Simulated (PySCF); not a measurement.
Species: C₄H₅BO₂.
Bonds: C1–C2 (double), C2–C3, C3–C4 (double), C4–O5, O5–B6, B6–O7, C3–O7. Hydrogens: H8, H9 on C1; H10 on C2; H11 on C4; H12 on B6.

Method: PBE0-D3(BJ)/def2-SVP geometry optimisation, gas phase (PySCF).

Task: What internal coordinates does the optimisation give?

Result: 
| bond | length (Å) | order |
| --- | --- | --- |
| C1=C2 | 1.339 | double |
| C2–C3 | 1.443 | single |
| C3=C4 | 1.352 | double |
| C4–O5 | 1.363 | single |
| O5–B6 | 1.376 | single |
| B6–O7 | 1.372 | single |
| C3–O7 | 1.374 | single |
| C1–H8 | 1.093 | single |
| C1–H9 | 1.092 | single |
| C2–H10 | 1.094 | single |
| C4–H11 | 1.087 | single |
| B6–H12 | 1.195 | single |

Orders are formal, as drawn. A selection of angles:
| angle | degrees |
| --- | --- |
| C2–C1–H8 | 121.0 |
| C2–C1–H9 | 121.0 |
| H8–C1–H9 | 118.0 |
| C1–C2–C3 | 124.3 |
| C1–C2–H10 | 120.6 |
| C3–C2–H10 | 115.1 |
| C2–C3–C4 | 131.5 |
| C2–C3–O7 | 120.3 |
| C4–C3–O7 | 108.3 |
| C3–C4–O5 | 110.0 |
| C3–C4–H11 | 131.3 |
| O5–C4–H11 | 118.7 |
| C4–O5–B6 | 105.5 |
| O5–B6–O7 | 109.9 |
| O5–B6–H12 | 125.0 |
| O7–B6–H12 | 125.1 |
| C3–O7–B6 | 106.2 |

Dihedral angles: C1–C2–C3–C4 180° (antiperiplanar); C2–C3–C4–O5 180° (antiperiplanar); C3–C4–O5–B6 0° (synperiplanar); C4–O5–B6–O7 0° (synperiplanar); O5–B6–O7–C3 0° (synperiplanar); C2–C3–O7–B6 180° (antiperiplanar).

The 7 heavy atoms lie in one plane (0.002 Å rms). The 5-membered ring C3–C4–O5–B6–O7 has internal angles of 105.5° to 110.0°; it is planar, 0.00 Å rms from its mean plane, widest ring torsion 0°. The C–C distances run from 1.339 Å (C1=C2, drawn double) to 1.443 Å (C2–C3, drawn single), a spread of 0.104 Å. Of the pairs four or more bonds apart, O7···H8 is among the closest relative to their van der Waals radii: 2.60 Å, 96 % of the sum of Bondi's values. O5 (ring oxygen) is bent (angle 105.5°). B6 (ring boron) is planar (angles 125.1°, 125.0° and 109.9°, sum 360.0°, 0.00 Å off the plane of its three neighbours).

Point group: Cs (every atom within 0.08 Å of its image). Whether it is a minimum is left open (no frequencies). One conformer, not necessarily the lowest.
